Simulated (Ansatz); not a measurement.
```yaml
crystal:
  periodic: [false, false, false]
  atoms:
    - {symbol: N, position_ang: [0.484008, 2.941610, 3.953573]}
    - {symbol: C, position_ang: [0.943379, 0.769099, 3.381238]}
    - {symbol: C, position_ang: [1.163089, -1.605702, 2.721020]}
    - {symbol: Ga, position_ang: [0.134008, -2.579626, -0.652254]}
    - {symbol: Si, position_ang: [-1.429005, 0.623092, -3.481099]}
    - {symbol: H, position_ang: [1.827156, 4.283481, 3.694708]}
    - {symbol: H, position_ang: [1.896695, -2.939235, 4.093208]}
    - {symbol: H, position_ang: [0.374381, -5.456010, -1.339172]}
    - {symbol: H, position_ang: [-0.380984, 0.283800, -6.072221]}
    - {symbol: H, position_ang: [-4.233879, 0.458104, -3.679263]}
    - {symbol: H, position_ang: [-0.778846, 3.221368, -2.619719]}
basis:
  gaussian: {orbitals: x2c-TZVPPall}
hamiltonian: {xc: {name: PBE0-DH}}
accuracy: high
scf: {lower_state_search: light}
```

```sh
$ ansatz run in.yaml --threads 4 --pin off --events-out ev --progress --plain --max-ram 10444MiB
```

It prints (some lines left out):

```
Functional definition: PBE0-DH
4041 factors; integrals over basis functions are off by at most 4.1e-7 eV
mean field evaluation 1: about -64357.8882 eV, gradient 8.4e1 eV
mean field evaluation 2: about -64357.9291 eV, gradient 8.4e1 eV
mean field evaluation 4: about -64296.7571 eV, gradient 1.4e2 eV
mean field evaluation 8: about -64386.5488 eV, gradient 7.7e0 eV
mean field evaluation 16: about -64388.5555 eV, gradient 4.7e-1 eV
mean field evaluation 32: about -64388.5677 eV, gradient 5.8e-1 eV
mean field evaluation 64: about -64387.6280 eV, gradient 7.5e0 eV
mean field evaluation 128: about -64385.7532 eV, gradient 6.7e0 eV
mean field -64388.59318692 eV, -2366.2371554634 hartree, gradient 4.1e-8 eV, S^2 0.000000; 8 other end points of the search recorded, 0 dependent functions left out; unrestricted orbitals would lower it
17 core orbitals not correlated: weight in the atoms' cores, before any rotation towards them, 1.000 or more for the frozen orbitals, at most 0.000 for the correlated occupied ones
reference -64388.59319041 eV, -2366.2371555917 hartree; 18, 18 occupied and 232, 232 virtual orbitals, 4041 factors
second order -42.91733304 eV of doubles, -0.00000000 eV of singles
Total energy: -64393.95785704 eV, -2366.4343034540 hartree
Relativity: scalar
```

In this input the coordinates are in bohr but typed as ångström. Self-consistency was reached. The result belongs to that input, not to the molecule as meant.
